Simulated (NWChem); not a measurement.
System: InI₃ cation, doublet; SMILES of the neutral closed-shell parent [I][In]([I])[I]

The following NWChem deck was run.

```
start job
memory heap 200 mb stack 900 mb global 1100 mb
charge 1
geometry units angstroms noautoz
  In     0.000000     0.000000     0.000000
  I      0.772879    -2.547957     0.000000
  I     -2.593035     0.604646     0.000000
  I      1.820157     1.943311     0.000000
end
basis spherical
  * library def2-svp
end
ecp
  In library def2-ecp
  I library def2-ecp
end
dft
  odft
  mult 2
  xc m06
  iterations 150
  mulliken
end
task dft energy
```

In the optimisation the excess spin sits in a' (C3h, its own frame). All runs use the structure optimised with PBE0/def2-SVP, spin-unrestricted. No frequency run checked for a minimum. This spin state was assumed; another may lie lower. No stability test was run on the SCF state. def2 effective core potentials on In, I; no spin-orbit coupling.

Give the results of this calculation. (M06/def2-SVP with def2 effective core potentials on In, I, spin-unrestricted.) Quantities: energy (Ha); highest occupied level (eV); lowest empty minus highest occupied level, either spin (eV); <S²>.

energy (Ha): -1083.30
highest occupied level (eV): -11.92
lowest empty minus highest occupied level, either spin (eV): 1.14
<S²>: 0.756
